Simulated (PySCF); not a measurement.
Species: C4H7ClO4Si.
Atom-mapped SMILES: `[O:1]=[CH:2][O:3][C@@H:4]1[CH2:5][O:6][CH2:7][Si@H:8]([Cl:9])[O:10]1`

Geometry (GFN2-xTB, Å), atoms numbered from 1 in this order:
```
atom  x, y, z in Å
O1     3.058   -1.466   -0.073
C2     2.974   -0.485    0.595
O3     1.945    0.363    0.647
C4     0.802    0.029   -0.116
C5     0.033    1.320   -0.412
O6    -1.107    1.085   -1.185
C7    -2.173    0.461   -0.461
Si8   -1.515   -1.191    0.245
Cl9   -2.326   -1.725    1.978
O10    0.033   -0.854    0.623
H11    3.758   -0.110    1.272
H12    1.116   -0.457   -1.052
H13   -0.224    1.788    0.549
H14    0.671    1.993   -0.988
H15   -2.974    0.354   -1.191
H16   -2.524    1.151    0.321
H17   -1.554   -2.244   -0.762
```

Definitions: NICS(0) = −σiso at the ring centroid; NICS(1) = −σiso and NICS(1)zz = −σzz at ±1 Å along the ring normal z. Level: GIAO PBE0/pcSseg-1 (PySCF, non-relativistic, gas phase) on the GFN2-xTB geometry, one conformer.

Ring bond lengths (Å), with Mayer bond orders in brackets: C4–C5 1.531 (1.01), C5–O6 1.397 (0.93), O6–C7 1.431 (0.88), C7–Si8 1.914 (0.89), Si8–O10 1.630 (0.96), O10–C4 1.385 (0.90).

**Question.** Give the NICS values of each ring in ppm.

**Answer.** 
| ring | type | NICS(0) | NICS(1), two faces | NICS(1)zz, two faces | rms pucker (Å) | centre to ring atoms, mean (Å) |
| --- | --- | --- | --- | --- | --- | --- |
| C4–C5–O6–C7–Si8–O10 | 6-membered ring with 2 O and Si; formal bonds all single | -1.8 | -1.2 / -1.4 | 4.6 / 2.0 | 0.22 | 1.49 |

**Question.** What can be read from them?

**Answer.** 
- C4–C5–O6–C7–Si8–O10: mean NICS(1)zz 3.3 ppm, deshielded. C4, C5, C7, Si8 have four or more neighbours, and the NICS criterion for π rings isn't applied.

**Question.** What is the mean of the two in-plane components of NICS at the second NICS(1) probe listed for ring C4–C5–O6–C7–Si8–O10, 1 Å off the ring?

**Answer.** The isotropic value is a third of the trace: (3 × -1.4 − (2.0))/2 = -3.1 ppm.

**Question.** How shielded are the nuclei of the rings and their hydrogens (means over atoms taken as equivalent)?

**Answer.** 
```csv
atoms,environment,σ isotropic (ppm),"principal values of the symmetric part, first atom (ppm)"
C4,sp3 carbon bearing two oxygens,96.3,"70.8, 105.5, 112.4"
C5,sp3 carbon bound to oxygen,112.8,"90.6, 101.7, 146.2"
O6,cyclic ether oxygen,323.6,"281.6, 318.1, 371.2"
C7,sp3 carbon bound to oxygen,120.7,"93.8, 100.5, 168.0"
Si8,chlorine-bound silicon,364.5,"341.1, 371.0, 381.3"
O10,silyl ether oxygen,240.4,"186.0, 245.9, 289.3"
H12,methine hydrogen,25.23,"22.3, 24.4, 28.9"
H13,methylene hydrogen,28.24,"24.3, 28.2, 32.2"
H14,methylene hydrogen,27.88,"23.3, 27.8, 32.5"
H15,methylene hydrogen,27.92,"24.1, 26.9, 32.8"
H16,methylene hydrogen,28.22,"23.5, 28.4, 32.8"
H17,Si–H hydrogen,26.21,"22.7, 23.7, 32.2"
```
